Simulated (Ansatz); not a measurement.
Two members of one family (Oligo(EDOT), CF3 ends), computed with Ansatz in the gas phase. The two geometries come from different levels. Binding counts from free atoms in the multiplicity of their measured ground term, without zero-point energy. Sets without diffuse functions give affinities that are too small. A dash marks a value that wasn't run or was left out as unsound. The structures are stationary points that may keep the symmetry of their start. Remarks come from the PBE and PBE0 runs and from stability tests at other levels; not every state was tested. A HOMO above zero means that the electron is unbound at that level and held by the basis, or that self-interaction error raises the level; the energy of removing that electron tells which.

First: FC(F)(F)c1sc(-c2sc(-c3sc(C(F)(F)F)c4c3OCCO4)c3c2OCCO3)c2c1OCCO2 (singlet, charge 0, PBE-D4/def2-SVP geometry).

Cartesian coordinates in Å:
```
F -2.0000 -5.5742 4.6716
C -0.8195 -4.9037 4.6575
F 0.1529 -5.8395 4.8035
F -0.7894 -4.1104 5.7601
C -0.6465 -4.0919 3.4210
S -0.4336 -2.3625 3.5047
C -0.3448 -2.2235 1.7558
C -0.1193 -0.9713 1.0936
S -0.0155 -0.8306 -0.6543
C 0.3296 0.8926 -0.5768
C 0.5469 1.6456 -1.7852
S 1.3738 0.9174 -3.1510
C 1.2235 2.3648 -4.1056
C 1.6988 2.4134 -5.5183
F 0.6907 2.6740 -6.3905
F 2.6341 3.3758 -5.7148
F 2.2516 1.2259 -5.8790
C 0.5804 3.3697 -3.3985
C 0.1897 2.9613 -2.0810
O -0.5066 3.7770 -1.2418
C -0.4068 5.1503 -1.6267
C -0.6600 5.3162 -3.1195
O 0.3194 4.6090 -3.8914
C 0.3432 1.3258 0.7484
C 0.0763 0.2791 1.6804
O 0.0470 0.4766 3.0289
C 0.6698 1.7074 3.4138
C 0.2354 2.8434 2.4962
O 0.6314 2.5962 1.1442
C -0.4878 -3.4814 1.1685
C -0.6577 -4.5422 2.1085
O -0.8039 -5.8398 1.7325
C -1.0969 -5.9768 0.3360
C -0.2199 -5.0599 -0.5068
O -0.4610 -3.6865 -0.1809
H 0.6029 5.5450 -1.3641
H -1.1675 5.7015 -1.0388
H -1.6784 4.9438 -3.3753
H -0.5851 6.3802 -3.4173
H 1.7782 1.5932 3.3787
H 0.3641 1.9048 4.4589
H -0.8716 2.9709 2.5475
H 0.7162 3.7946 2.7979
H -2.1716 -5.7453 0.1551
H -0.9149 -7.0389 0.0797
H 0.8546 -5.3012 -0.3422
H -0.4522 -5.1759 -1.5831
```

| level | HOMO (eV) | LUMO (eV) | gap (eV) | vertical IE (eV) | vertical EA (eV) | vertical triplet (eV) | binding per atom (eV) |
| --- | --- | --- | --- | --- | --- | --- | --- |
| PBE-D4/def2-SVP | -4.51 | -2.36 | 2.15 | 6.30 | 0.67 | 1.95 | 5.24 |
| r2SCAN-D4/def2-SVP | -4.76 | -2.45 | 2.32 | – | – | – | 5.01 |
| PBE0-D4/def2-SVP | -5.51 | -1.91 | 3.60 | 6.71 | 0.78 | 2.10 | 5.05 |

Remarks: HOMO above zero (-1 doublet).

Second: FC(F)(F)c1sc(-c2sc(-c3sc(-c4sc(C(F)(F)F)c5c4OCCO5)c4c3OCCO4)c3c2OCCO3)c2c1OCCO2 (singlet, charge 0, r2SCAN-D4/def2-SVP geometry).

Cartesian coordinates in Å:
```
F -1.466 7.680 4.217
C -0.488 7.487 3.311
F 0.504 8.337 3.638
F -0.969 7.865 2.112
C -0.024 6.076 3.273
S -0.185 5.094 1.856
C 0.518 3.707 2.651
C 0.661 2.450 1.971
S -0.565 1.852 0.877
C 0.336 0.397 0.522
C -0.155 -0.575 -0.413
S -0.981 -0.100 -1.879
C -1.228 -1.756 -2.381
C -1.937 -2.078 -3.589
S -3.351 -1.182 -4.085
C -3.563 -2.163 -5.497
C -4.638 -1.898 -6.488
F -4.147 -1.597 -7.706
F -5.406 -0.864 -6.098
F -5.444 -2.962 -6.657
C -2.596 -3.146 -5.577
C -1.667 -3.095 -4.497
O -0.604 -3.931 -4.415
C -0.774 -5.085 -5.234
C -1.231 -4.691 -6.624
O -2.509 -4.052 -6.577
C -0.667 -2.625 -1.454
C -0.063 -1.960 -0.348
O 0.474 -2.631 0.700
C 0.719 -3.998 0.390
C -0.489 -4.612 -0.288
O -0.746 -3.976 -1.537
C 1.521 0.381 1.246
C 1.702 1.536 2.063
O 2.827 1.745 2.788
C 3.590 0.553 2.952
C 3.733 -0.170 1.629
O 2.462 -0.592 1.143
C 0.867 4.024 3.958
C 0.569 5.376 4.305
O 0.813 5.890 5.530
C 1.668 5.053 6.310
C 1.246 3.603 6.193
O 1.384 3.144 4.851
H -1.512 -5.764 -4.768
H 0.203 -5.588 -5.274
H -1.349 -5.574 -7.266
H -0.494 -4.006 -7.084
H 1.603 -4.079 -0.271
H 0.935 -4.503 1.342
H -1.375 -4.517 0.368
H -0.320 -5.676 -0.505
H 4.571 0.860 3.343
H 3.096 -0.105 3.692
H 4.215 0.495 0.887
H 4.343 -1.078 1.742
H 2.712 5.172 5.969
H 1.587 5.406 7.348
H 0.195 3.488 6.521
H 1.886 2.959 6.813
```

Estimate the same table for the second.


| level | HOMO (eV) | LUMO (eV) | gap (eV) | vertical IE (eV) | vertical EA (eV) | vertical triplet (eV) | binding per atom (eV) |
| --- | --- | --- | --- | --- | --- | --- | --- |
| PBE-D4/def2-SVP | -4.29 | -2.22 | 2.07 | 5.89 | 0.75 | 1.92 | 5.26 |
| r2SCAN-D4/def2-SVP | -4.53 | -2.30 | 2.23 | – | – | – | 5.03 |
| PBE0-D4/def2-SVP | -5.27 | -1.76 | 3.51 | 6.34 | 0.77 | 2.21 | 5.08 |

Remarks: HOMO above zero (-1 doublet).
